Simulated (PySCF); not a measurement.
**How methods differ on the excitation energy of Xe**

Xe [Xe] (1S) → Xe [Kr] 4d10 5s2 5p5 5d1 (high-spin determinant), as a difference of total energies. Computed with PySCF 2.14 in aug-cc-pwCVTZ-PP with ECP28MDF, with scalar relativity through the core potential. Correlated levels: valence: 4s2 4p6 4d10 frozen; valence and next inner shell: nothing frozen outside the core potential. The calculations carry no spin-orbit coupling.

```csv
method,excitation energy (cm⁻¹)
UHF,82902
LDA,85822
PBE,83629
PBE0,84791
r2SCAN,85596
wB97X-V,87704
PBEsol,84256
revPBE,83274
B97-3,85773
MP2 (valence),87392
SCS-MP2 (valence),87467
MP2 (valence and next inner shell),89233
SCS-MP2 (valence and next inner shell),88812
```

The promoted electron is Rydberg-like, and one or two diffuse shells describe it only roughly, which tends to raise the upper state.

In the upper state the promoted electron has a positive orbital energy at LDA, PBE, PBE0, r2SCAN, PBEsol, revPBE, B97-3, so the basis confines it.

The determinant of the upper state mixes LS terms, which raises its energy above the lowest term, most at the Hartree-Fock and MP2 levels.
